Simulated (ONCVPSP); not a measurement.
## What one change does to a pseudopotential (Ta, ONCV)

tantalum (Ta), optimised norm-conserving Vanderbilt (ONCV), made with ONCVPSP 4.0.1 (PBEsol, fully relativistic). Core [Kr] 4d10 4f14 5s2, reference 5p6 5d3 6s1 (charge +1). Waves: 6s: rc 2.65 bohr, ncon 4, nbas 8, qcut 2.3 1/bohr, 2 projectors, debl 0.8 Ha; 5p: rc 1.60 bohr, ncon 3, nbas 7, qcut 7.1 1/bohr, 2 projectors, debl 0.9 Ha; 5d: rc 2.70 bohr, ncon 4, nbas 9, qcut 5.5 1/bohr, 2 projectors, debl 1.9 Ha. Local part: polynomial inside 1.40 bohr (lpopt 5, dvloc0 1 Ha). Core correction: Teter function fitted to the true core (icmod 2), fcfact 0.45.

Open shells are filled in proportion to 2j + 1.

In the p channel the program set the typed energies aside and used -1.624, 0.250 Ha (j = l + 1/2; the other j can differ).

Change: p: rc 2.14.

Cutoffs: the cutoffs (Ha) at which the residual kinetic energy of the hardest occupied pseudo-wave falls to 1 and 0.1 mHa per electron; they do not see the model core or the augmentation charge, which bear on the density cutoff. Errors are all-electron minus pseudo energies relative to the spin-unpolarised reference configuration.

What does the change do?

The potential gets softer (18 Ha and 22 Ha → 13 Ha and 19 Ha); both files keep a bound ghost (s); the errors of the 4 common tests hardly move. A larger radius leaves more room for a smooth pseudo-wave, so fewer plane waves are needed.

| quantity | base | changed |
| --- | --- | --- |
| cutoff, loose | 18 Ha | 13 Ha |
| cutoff, tight | 22 Ha | 19 Ha |
| loose cutoff by channel | s 4.3 Ha, p 18 Ha, d 11 Ha | s 4.3 Ha, p 13 Ha, d 11 Ha |
| bound ghosts | s | s |
| GHOST(+) flags under 300 eV | none | none |
| error for 5p6 5d3 6s2, meV [ΔE -8.51 eV] | -4.0 | -3.9 |
| error for 5p6 5d3 6s0, meV [ΔE 14.98 eV] | -2.1 | -2.1 |
| error for 5p6 5d2 6s0, meV [ΔE 38.58 eV] | +31 | +31 |
| error for 5p6 5d3 6s1.5, meV [ΔE -5.03 eV] | -1.0 | -1.0 |
| s: phases at 2.69 bohr within 0.05 rad from the reference energy up to (Ha; the scan ends near 5) | 1.7 | 1.7 |
| d5/2: phases at 2.73 bohr within 0.05 rad from the reference energy up to (Ha; the scan ends near 5) | 4.4 | 4.4 |
| d3/2: phases at 2.73 bohr within 0.05 rad from the reference energy up to (Ha; the scan ends near 5) | 4.2 | 4.2 |
| rms error of d²Exc/dni dnj with the model core, mHa | 4.86 | 4.82 |

 A true bound ghost makes a file unfit for plane-wave use even where its test errors are small: the radial tests pick states by their node count and pass the ghost by.
